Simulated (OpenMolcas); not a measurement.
**Ne IV: Slater's ratio, worked from levels**

| Item | Value |
| --- | --- |
| Program | OpenMolcas 26.06 |
| Basis | ANO-RCC-VTZP [4s3p2d1f] |
| Scalar Hamiltonian | DKH2, point nucleus |
| Active space | 5 electrons in 8 orbitals (2s 2p 3s 3p) |
| State averaging | 2S+1 = 4 odd, 1 root; 2S+1 = 2 odd, 8 roots; 2S+1 = 4 even, 3 roots; 2S+1 = 2 even, 6 roots |
| Spin-orbit coupling | RASSI with atomic mean-field integrals over the reference wave functions, term energies averaged over their components |

Methods: CASSCF; SS-CASPT2, IPEA 0.25 Eh, imaginary shift 0.1 Eh (closed shells correlated: 1s).

**Slater's ratio.** With one set of orbitals, p3 has ²D° - ⁴S° = 9 F2 and ²P° - ²D° = 6 F2 (F2 = F²/25), a ratio of 2/3. Term energies are centres of gravity, weighted by 2J + 1.

```csv
Source,²D° - ⁴S°,²P° - ⁴S°,F2 from the first,Ratio
CASSCF,45037,61614,5004,0.368
SS-CASPT2,42401,63427,4711,0.496
```

Energies in cm-1. A ratio away from 2/3 shows effects beyond one configuration with one set of orbitals, and in heavier atoms second-order spin-orbit shifts. In CASSCF the valence s occupation is 1.95 in ²P° against 2.00 in ²D°: mixing out of s² acts most on ²P° and pulls it down.

Term energies are means over components that CASPT2 splits; among the terms shown or strongly mixed into the levels shown the widest spread is 50 cm-1 (2s² 2p³ ²D°, SS-CASPT2). Active for correlation alone: 3p 3s; no level in the range computed is led by a configuration that fills them, so any true level of that kind is missing. Levels of configurations outside the active space are missing.

° marks odd parity.
